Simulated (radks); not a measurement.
Task: V II, configuration [Ar] 3d3 4s1 (not the ground configuration). All-electron calculation, scalar-relativistic Kohn-Sham, SCAN, spin-unpolarised, spherical densities, finite nucleus; meta-GGA in the generalised Kohn-Sham scheme; Fermi nuclear charge, rms radius 3.6002 fm. Program: a radial shooting solver on a logarithmic mesh with Libxc functionals. Some entries of the table are withheld. Estimate them.

| orbital | occ. | eigenvalue (hartree) | <1/r> (bohr^-1) | <r> (bohr) |
|---|---|---|---|---|
| 1s | 2 | -198.2267 | 22.83 | 0.06646 |
| 2s | 2 | -22.73273 | (1) | 0.3073 |
| 2p | 6 | (2) | 4.705 | 0.2737 |
| 3s | 2 | -2.96181 | 1.481 | 0.9484 |
| 3p | 6 | -1.95432 | 1.347 | 1.016 |
| 3d | 3 | -0.45767 | (3) | 1.387 |
| 4s | 1 | (4) | 0.4192 | 3.070 |

Result: 
(1) 2s <1/r> (bohr^-1): 4.818
(2) 2p eigenvalue (hartree): -18.98116
(3) 3d <1/r> (bohr^-1): 0.9769
(4) 4s eigenvalue (hartree): -0.40272
